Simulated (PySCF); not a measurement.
NMR problem set

[PySCF 2.14.0 with density-fitted response routines: shieldings: GIAO PBE0/pcSseg-1; structure optimised with GFN2-xTB; in vacuum; one conformer; one averaged value for each set of equivalent atoms; relativity neglected]

Chemical shifts δ = σref − σ; 1H and 13C vs TMS, all at this level. Splittings of carbon signals by F and P are missing where no couplings were computed. Where no couplings were computed, multiplicities follow the n + 1 count of equivalent neighbours, and m marks all less simple cases (inequivalent or close neighbours, rings, F or P nearby). Shifts are as computed. Against solution values, carbons near 30 ppm lie about +3 ppm off and those near 130 ppm about +5 ppm. Of 1309 compounds with measured shifts, 239 miss one by over three times the rms of a fit or turn the order of signals round; such compounds aren't used in these exercises.

Q: C5H11FSi. 1H NMR (400 MHz, computed): δ 3.82 (t, 3H), 2.10 (m, 3H), 1.83 (s, 3H), 1.42 (q, 2H). 13C{1H} NMR (computed): δ 159.3 (C), 116.3 (C), 18.0 (CH3), 16.9 (CH3), 15.1 (CH2). Identify the compound.

A: SMILES C/C(=C(/C)F)C[SiH3]. Rings plus π bonds: 1 (no ring in the answer). 5 carbon signals for 5 carbons: no two carbons are equivalent. Carbon types of the structure: 2 × C, 1 × CH2, 2 × CH3, leaving 3 H on heteroatoms. δC 159.3, 116.3: fully substituted alkene carbon; an sp2 carbon of a C=C bond. δC 18.0, 16.9: allylic methyl carbon; aliphatic region, no heteroatom directly attached. δH 2.10, 1.83: hydrogen on an allylic methyl carbon; allylic position. δH 1.42: hydrogen on an allylic sp3 CH2 bonded to Si; allylic position.

The data come from this structure; uniqueness wasn't tested.

Q: C5H11FSi. 1H NMR (400 MHz, computed): δ 5.90 (m, 1H), 5.48 (m, 2H), 4.18 (d, 3H), 2.18 (q, 2H), 1.05 (t, 3H). 13C{1H} NMR (computed): δ 166.3 (C), 119.3 (CH), 90.9 (CH2), 36.9 (CH2), 17.8 (CH3). What is it?

A: `CC/C(=C/[SiH3])CF`. Rings plus π bonds: 1 (no ring in the answer). 5 carbon signals for 5 carbons: no two carbons are equivalent. Carbon types of the structure: 1 × C, 1 × CH, 2 × CH2, 1 × CH3, leaving 3 H on heteroatoms. δC 166.3: fully substituted alkene carbon. δC 119.3: alkene CH; an sp2 carbon of a C=C bond. δC 90.9: allylic sp3 CH2 bonded to F; pulled downfield by the heteroatom. δH 5.90: hydrogen on an alkene CH; a vinylic proton, deshielded by the sp2 carbon and the C=C anisotropy.

The data come from this structure; uniqueness wasn't tested.
